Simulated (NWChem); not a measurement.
System: SeF4; SMILES F[Se](F)(F)F

NWChem input:

```
start job
memory heap 200 mb stack 900 mb global 1100 mb
geometry units angstroms noautoz
  Se    -0.000000     0.000000     0.324874
  F      0.610979     1.661566     0.159099
  F      1.230656    -0.452528    -0.773883
  F     -0.610979    -1.661566     0.159099
  F     -1.230656     0.452528    -0.773883
end
basis spherical
  Se library pcseg-2
  F library pcseg-2
end
dft
  xc xpbe96 cpbe96
  iterations 150
  mulliken
end
task dft gradient
```

Parts of the log:

```
             Northwest Computational Chemistry Package (NWChem) 7.3.0
             --------------------------------------------------------

 C2V symmetry detected

                             Geometry "geometry" -> ""
                             -------------------------

 Output coordinates in angstroms (scale by  1.889725989 to convert to a.u.)

  No.       Tag          Charge          X              Y              Z
 ---- ---------------- ---------- -------------- -------------- --------------
    1 Se                  34.0000     0.00000000     0.00000000     0.32516537
    2 F                    9.0000     0.00000000     1.77033808     0.15939037
    3 F                    9.0000     1.31121920     0.00000000    -0.77359163
    4 F                    9.0000     0.00000000    -1.77033808     0.15939037
    5 F                    9.0000    -1.31121920     0.00000000    -0.77359163

 Effective nuclear repulsion energy (a.u.)     471.5630787543

      Symmetry information
      --------------------

 Group name             C2v
 Group number             16
 Group order               4
 No. of unique centers     3

  pbe96 is a nonlocal functional; adding pw91lda local functional.

                                 NWChem DFT Module
                                 -----------------

 Summary of "ao basis" -> "ao basis" (spherical)
 ------------------------------------------------------------------------------
       Tag                 Description            Shells   Functions and Types
 ---------------- ------------------------------  ------  ---------------------
 Se                         pcseg-2                 15       43   6s5p3d1f
 F                          pcseg-2                 10       30   4s3p2d1f

      Symmetry analysis of basis
      --------------------------

        a1         59
        a2         24
        b1         40
        b2         40

            General Information
            -------------------
          SCF calculation type: DFT
          Wavefunction type:  closed shell.
          No. of atoms     :     5
          No. of electrons :    70
           Alpha electrons :    35
            Beta electrons :    35
          Charge           :     0
          Spin multiplicity:     1
          Use of symmetry is: on ; symmetry adaption is: on
          Maximum number of iterations: 150
          AO basis - number of functions:   163
                     number of shells:    55
          Convergence on energy requested:  1.00D-06
          Convergence on density requested:  1.00D-05
          Convergence on gradient requested:  5.00D-04

              XC Information
              --------------
          PerdewBurkeErnzerhof Exchange Functional  1.000
            Perdew 1991 LDA Correlation Functional  1.000 local
           PerdewBurkeErnz. Correlation Functional  1.000 non-local

             Grid Information
             ----------------
          Grid used for XC integration:  medium
          Radial quadrature: Mura-Knowles
          Angular quadrature: Lebedev.
          Tag              B.-S. Rad. Rad. Pts. Rad. Cut. Ang. Pts.
          ---              ---------- --------- --------- ---------
          Se                  1.15      112           7.0       590
          F                   0.50       49           9.0       434
          Grid pruning is: on
          Number of quadrature shells:   210
          Spatial weights used:  Erf1

      Superposition of Atomic Density Guess
      -------------------------------------

 Sum of atomic energies:       -2797.47465277

      Non-variational initial energy
      ------------------------------

 Total energy =   -2797.977300
 1-e energy   =   -4843.420151
 2-e energy   =    1573.879773
 HOMO         =      -0.380638
 LUMO         =      -0.017908

      Symmetry analysis of molecular orbitals - initial
      -------------------------------------------------

  Numbering of irreducible representations:

     1 a1          2 a2          3 b1          4 b2

  Orbital symmetries:

     1 a1          2 a1          3 b2          4 b1          5 a1
     6 a1          7 b1          8 b2          9 a1         10 a1
    11 b2         12 b1         13 a1         14 a1         15 b1
    16 a2         17 b2         18 a1         19 a1         20 b2
    21 b1         22 a1         23 a1         24 b2         25 b1
    26 a1         27 a2         28 b2         29 a1         30 b1
    31 a1         32 b1         33 b2         34 a2         35 a1
    36 b1         37 a1         38 b2         39 a1         40 b1
    41 b2         42 a1         43 a1         44 b1         45 a1

     ---------------------------------------------
      Total Density - Mulliken Population Analysis
     ---------------------------------------------

    Atom       Charge   Shell Charges
 -----------   ------   -------------------------------------------------------
    1 Se  34    31.91   2.00  2.00  1.19  0.75  0.82  1.13  6.00  5.91  0.48  1.08  0.17  9.73  0.38  0.17  0.09
    2 F    9     9.58   2.00  0.66  0.98  0.31  2.47  2.45  0.71  0.00  0.00  0.00
    3 F    9     9.46   2.00  0.65  0.97  0.30  2.42  2.42  0.70  0.00  0.01  0.00
    4 F    9     9.58   2.00  0.66  0.98  0.31  2.47  2.45  0.71  0.00  0.00  0.00
    5 F    9     9.46   2.00  0.65  0.97  0.30  2.42  2.42  0.70  0.00  0.01  0.00

[...]

                         DFT ENERGY GRADIENTS

    atom               coordinates                        gradient
                 x          y          z           x          y          z
   1 Se      0.000000   0.000000   0.614473    0.000000   0.000000  -0.016072
   2 F       0.000000   3.345454   0.301204    0.000000  -0.016521   0.000356
   3 F       2.477845   0.000000  -1.461876   -0.010093   0.000000   0.007680
   4 F       0.000000  -3.345454   0.301204    0.000000   0.016521   0.000356
   5 F      -2.477845   0.000000  -1.461876    0.010093   0.000000   0.007680
```

Level: PBE/pcseg-2. The geometry was optimised at PBE0/def2-SVP.
